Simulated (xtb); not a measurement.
Input file for xtb: GFN1-xTB on C2H6BCl (SMILES CCBCl), a point of a torsion scan.

```
$ xtb mol.xyz --gfn 1 --sp --chrg 0 --uhf 0
10

C     -0.66705476     0.80026131    -0.29423778
C     -0.49751310    -0.65932713     0.16458456
B     -1.65549878    -1.66058188    -0.22186960
Cl    -1.56479410    -3.27306315     0.29587461
H     -0.68002836     1.47793018     0.55512319
H     -1.59711577     0.93445930    -0.83989406
H      0.14698088     1.10313279    -0.94730828
H     -0.35326439    -0.68175753     1.24896289
H      0.44469208    -1.05202295    -0.23089998
H     -2.58813027    -1.34604830    -0.86187219
```

The log:

```
[...]
           -------------------------------------------------
          |                Calculation Setup                |
           -------------------------------------------------



           -------------------------------------------------
          |                 G F N 1 - x T B                 |
           -------------------------------------------------

        Reference                      10.1021/acs.jctc.7b00118
      * Hamiltonian:
        H0-scaling (s, p, d)           1.850000    2.250000    2.000000
        zeta-weighting                 0.000000
      * Dispersion:
        s8                             2.400000
        a1                             0.630000
        a2                             5.000000
        s9                             0.000000
      * Repulsion:
        kExp                           1.500000
        rExp                           1.000000
      * Coulomb:
        alpha                          2.000000
        third order                    atomic
        anisotropic                    false
      * Halogen bond correction:
        rad-scale                      1.300000
        damping                        0.440000


          ...................................................
          :                      SETUP                      :
          :.................................................:
          :  # basis functions                  34          :
          :  # atomic orbitals                  33          :
          :  # shells                           21          :
          :  # electrons                        24          :
          :  # halogen bonds                     0          :
          :  max. iterations                   250          :
          :  Hamiltonian                  GFN1-xTB          :
          :  restarted?                      false          :
          :  GBSA solvation                  false          :
          :  PC potential                    false          :
          :  electronic temp.          300.0000000     K    :
          :  accuracy                    1.0000000          :
          :  -> integral cutoff          0.2500000E+02      :
          :  -> integral neglect         0.1000000E-07      :
          :  -> SCF convergence          0.1000000E-05 Eh   :
          :  -> wf. convergence          0.2000000E-04 e    :
          :  Broyden damping             0.4000000          :
          :  net charge                          0          :
          :  unpaired electrons                  0          :
          ...................................................

 iter      E             dE          RMSdq      gap      omega  full diag
   1    -13.2612452 -0.132612E+02  0.777E+00    5.37       0.0  T
   2    -13.2784159 -0.171707E-01  0.466E+00    5.01       1.0  T
   3    -13.2775612  0.854744E-03  0.948E-01    4.34       1.0  T
   4    -13.2808123 -0.325109E-02  0.489E-01    4.89       1.0  T
   5    -13.2819632 -0.115093E-02  0.131E-01    4.75       1.0  T
   6    -13.2820459 -0.827267E-04  0.147E-02    4.70       2.2  T
   7    -13.2820473 -0.137881E-05  0.619E-03    4.71       5.1  T
   8    -13.2820475 -0.169679E-06  0.970E-04    4.70      32.6  T
   9    -13.2820475 -0.328096E-08  0.130E-04    4.70     243.6  T
  10    -13.2820475 -0.352163E-10  0.850E-05    4.70     372.2  T

   *** convergence criteria satisfied after 10 iterations ***

         #    Occupation            Energy/Eh            Energy/eV
      -------------------------------------------------------------
         1        2.0000           -0.9180517             -24.9815
       ...           ...                  ...                  ...
         6        2.0000           -0.5345526             -14.5459
         7        2.0000           -0.5163706             -14.0512
         8        2.0000           -0.4967902             -13.5183
         9        2.0000           -0.4885394             -13.2938
        10        2.0000           -0.4793642             -13.0442
        11        2.0000           -0.4783155             -13.0156
        12        2.0000           -0.4381810             -11.9235 (HOMO)
        13                         -0.2652966              -7.2191 (LUMO)
        14                         -0.1365204              -3.7149
        15                         -0.1183232              -3.2197
        16                         -0.1129075              -3.0724
        17                         -0.0812515              -2.2110
       ...                                ...                  ...
        33                          0.5221858              14.2094
      -------------------------------------------------------------
                  HL-Gap            0.1728844 Eh            4.7044 eV
             Fermi-level           -0.3517388 Eh           -9.5713 eV

 SCC (total)                   0 d,  0 h,  0 min,  0.016 sec
 SCC setup                      ...        0 min,  0.000 sec (  1.636%)
 Dispersion                     ...        0 min,  0.000 sec (  0.658%)
 classical contributions        ...        0 min,  0.000 sec (  0.200%)
 integral evaluation            ...        0 min,  0.004 sec ( 22.487%)
 iterations                     ...        0 min,  0.005 sec ( 29.861%)
 molecular gradient             ...        0 min,  0.007 sec ( 43.120%)
 printout                       ...        0 min,  0.000 sec (  1.826%)

         :::::::::::::::::::::::::::::::::::::::::::::::::::::
         ::                     SUMMARY                     ::
         :::::::::::::::::::::::::::::::::::::::::::::::::::::
         :: total energy             -13.142906661049 Eh    ::
         :: gradient norm              0.038432812384 Eh/a0 ::
         :: HOMO-LUMO gap              4.704424370289 eV    ::
         ::.................................................::
         :: SCC energy               -13.282047459906 Eh    ::
         :: -> electrostatic           0.003689576055 Eh    ::
         :: repulsion energy           0.142036025010 Eh    ::
         :: dispersion energy         -0.002895226153 Eh    ::
         :: halogen bond corr.         0.000000000000 Eh    ::
         :: add. restraining           0.000000000000 Eh    ::
         :: total charge               0.000000000000 e     ::
         :::::::::::::::::::::::::::::::::::::::::::::::::::::

           -------------------------------------------------
          |                Property Printout                |
           -------------------------------------------------

    * Orbital Energies and Occupations

         #    Occupation            Energy/Eh            Energy/eV
      -------------------------------------------------------------
         1        2.0000           -0.9180517             -24.9815
         2        2.0000           -0.6486399             -17.6504
         3        2.0000           -0.6162963             -16.7703
         4        2.0000           -0.5840308             -15.8923
         5        2.0000           -0.5490281             -14.9398
         6        2.0000           -0.5345526             -14.5459
         7        2.0000           -0.5163706             -14.0512
         8        2.0000           -0.4967902             -13.5183
         9        2.0000           -0.4885394             -13.2938
        10        2.0000           -0.4793642             -13.0442
        11        2.0000           -0.4783155             -13.0156
        12        2.0000           -0.4381810             -11.9235 (HOMO)
        13                         -0.2652966              -7.2191 (LUMO)
        14                         -0.1365204              -3.7149
        15                         -0.1183232              -3.2197
        16                         -0.1129075              -3.0724
Note: The following floating-point exceptions are signalling: IEEE_DENORMAL
normal termination of xtb
        17                         -0.0812515              -2.2110
        18                         -0.0731509              -1.9905
        19                         -0.0539896              -1.4691
        20                         -0.0494349              -1.3452
        21                         -0.0480103              -1.3064
        22                         -0.0435801              -1.1859
        23                         -0.0384953              -1.0475
       ...                                ...                  ...
        33                          0.5221858              14.2094
      -------------------------------------------------------------
                  HL-Gap            0.1728844 Eh            4.7044 eV
             Fermi-level           -0.3517388 Eh           -9.5713 eV

  Mulliken/CM5 charges         n(s)   n(p)   n(d)
     1C    -0.07998 -0.22753   1.003  3.077  0.000
     2C    -0.14447 -0.19035   1.047  3.097  0.000
     3B     0.28744  0.01416   1.008  1.705  0.000
     4Cl   -0.15169 -0.07240   1.919  5.247 -0.014
     5H     0.02884  0.08069   0.971  0.000  0.000
     6H     0.02625  0.08027   0.974  0.000  0.000
     7H     0.02870  0.08054   0.971  0.000  0.000
     8H     0.04450  0.10430   0.955  0.000  0.000
     9H     0.04578  0.10566   0.954  0.000  0.000
    10H    -0.08538  0.02466   1.085  0.000  0.000

Wiberg/Mayer (AO) data.
largest (>0.10) Wiberg bond orders for each atom

 ---------------------------------------------------------------------------
     #   Z sym  total        # sym  WBO       # sym  WBO       # sym  WBO
 ---------------------------------------------------------------------------
     1   6 C    3.996 --     2 C    1.011     7 H    0.990     5 H    0.990
                             6 H    0.988
     2   6 C    3.983 --     3 B    1.031     1 C    1.011     8 H    0.955
                             9 H    0.952
     3   5 B    3.247 --     4 Cl   1.192     2 C    1.031    10 H    0.957
     4  17 Cl   1.260 --     3 B    1.192
     5   1 H    1.006 --     1 C    0.990
     6   1 H    1.007 --     1 C    0.988
     7   1 H    1.006 --     1 C    0.990
     8   1 H    1.007 --     2 C    0.955
     9   1 H    1.007 --     2 C    0.952
    10   1 H    0.998 --     3 B    0.957
 ---------------------------------------------------------------------------

Topologies differ in total number of bonds
Writing topology from bond orders to xtbtopo.mol

 dipole moment from electron density (au)
     X       Y       Z
   0.2159   0.4726  -0.0185  total (Debye):    1.322


           -------------------------------------------------
          | TOTAL ENERGY              -13.142906661049 Eh   |
          | GRADIENT NORM               0.038432812384 Eh/α |
          | HOMO-LUMO GAP               4.704424370289 eV   |
           -------------------------------------------------

------------------------------------------------------------------------
------------------------------------------------------------------------
 total:
 SCF:
```

The run finished.

Cost: roughly 0.06 core-seconds.
